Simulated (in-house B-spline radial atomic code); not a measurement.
Neutral iron: [Ar] 3d6 4s2

Method: non-relativistic PBEsol, spin-polarised, spherical fractional occupations, point nucleus. Calculated with a B-spline radial code for spherical atoms.

Screening seen three ways: the hydrogenic charge with the same mean radius, Z_r = [3n² - l(l+1)]/(2<r>), the one with the same energy, Z_e = n√(-2ε), and Slater's rules. Values are occupation-weighted means over spin.

```csv
shell,electrons,ε (eV),<r> (bohr),Z_r,Z_e,Slater
1s,2,-6925.5,0.05918,25.34,22.56,25.70
2s,2,-804.71,0.2703,22.20,15.38,21.85
2p,6,-694.62,0.2369,21.11,14.29,21.85
3s,2,-91.111,0.8209,16.44,7.76,14.75
3p,6,-58.951,0.8631,14.48,6.24,14.75
3d,6,-8.5822,1.121,9.36,2.38,6.25
4s,2,-5.1719,3.038,7.90,2.47,3.75
```

The least bound orbital is 4s down at -4.795 eV, and it is also the most diffuse (<r> = 3.136 bohr). The part-filled 3d shell lies below the filled 4s shell in orbital energy.
